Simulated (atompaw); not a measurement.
**Reading a pseudo-wave (chromium (Cr))**

Columns: radius, all-electron u(r) and pseudo u(r) of the 4s shell (level -4.70 eV) of chromium in the configuration [Ar] 3d5 4s0.5 4p0.5; LDA (PW92), scalar-relativistic, PAW (atompaw) scheme, atompaw 4.2.0.5.

| r (bohr) | all-electron | pseudo |
| --- | --- | --- |
| 0.115 | 0.0726 | 0.0375 |
| 0.231 | 0.1436 | 0.0751 |
| 0.346 | 0.0082 | 0.1122 |
| 0.462 | -0.1456 | 0.1493 |
| 0.577 | -0.2360 | 0.1857 |
| 0.692 | -0.2560 | 0.2214 |
| 0.808 | -0.2213 | 0.2568 |
| 0.923 | -0.1528 | 0.2910 |
| 1.038 | -0.0668 | 0.3241 |
| 1.154 | 0.0261 | 0.3564 |
| 1.269 | 0.1166 | 0.3871 |
| 1.385 | 0.2021 | 0.4165 |
| 1.500 | 0.2786 | 0.4440 |
| 1.615 | 0.3458 | 0.4697 |
| 1.731 | 0.4041 | 0.4935 |
| 1.846 | 0.4527 | 0.5150 |
| 1.962 | 0.4930 | 0.5342 |
| 2.077 | 0.5249 | 0.5508 |
| 2.192 | 0.5497 | 0.5648 |
| 2.308 | 0.5683 | 0.5761 |
| 2.423 | 0.5810 | 0.5845 |
| 2.538 | 0.5887 | 0.5899 |
| 2.654 | 0.5921 | 0.5923 |
| 2.769 | 0.5917 | 0.5917 |
| 2.885 | 0.5880 | 0.5880 |
| 3.000 | 0.5816 | 0.5816 |

Task: How many radial nodes do the two functions have?

Result: The all-electron 4s function has n − l − 1 = 3 (the table is too coarse to show those close to the nucleus); the pseudo-wave has 0, since the states of the same l below it are removed with the core.

Task: Where does each function peak?

Result: Outermost all-electron maximum near 2.65 bohr, pseudo maximum near 2.65 bohr (to the table’s step).

Task: Is the pseudo-wave norm-conserving?

Result: No, it belongs to a PAW set: the norm inside the radius is not constrained, and the difference is carried by the augmentation charge.
